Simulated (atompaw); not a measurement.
Before and after: PAW (atompaw) potential for aluminium (Al)

atompaw 4.2.0.5 input, output lines left out:

```
Al 13
GGA-PBE loggrid 1500 logderivrange -3 5 201
3 3 0 0 0 0
3 1 1
0 0 0
c
c
v
c
v
2
2.35 2.15 1.90 2.35
y
0.05
n
y
0.4
n
y
0.15
y
0.55
n
custom rrkj gramschmidtortho besselshape
bessel
2.35
2.35
2.35
2.35
2.10
2.35
```

Change: all radii scaled by about 0.83 (s 1.94, p 1.94, d 1.74 bohr); local potential bessel scheme, radius 1.56 bohr; augmentation besselshape compensation charge, radius 1.78 bohr; PAW radius 1.94 bohr; waves and projectors: custom rrkj gramschmidtortho; core correction smooth core density matched at 1.94 bohr.

Cutoffs: the cutoffs (Ry, on a coarse ladder) from which the occupation-weighted sum of valence levels, in a spherical-Bessel basis at the reference potential, stays within 10 and 1 mRy of its value at 400 Ry; they do not see the model core or the augmentation charge, which bear on the density cutoff.

Q: What does the change do?

A: Both files are very soft, the changed one slightly harder (loose and tight cutoff 6 and 8 Ry → 8 and 10 Ry on this coarse ladder); neither file shows a bound ghost.

```json
{"quantity": "cutoff, loose", "base": "6 Ry", "changed": "8 Ry"}
{"quantity": "cutoff, tight", "base": "8 Ry", "changed": "10 Ry"}
{"quantity": "bound ghosts", "base": "none", "changed": "none"}
{"quantity": "lowest overlap eigenvalue by channel", "base": "s 0.47, p 0.83, d 0.70", "changed": "s 0.47, p 0.79, d 0.56"}
```

 The cutoffs see the waves, projectors and local potential, not the compensation charge or the core.
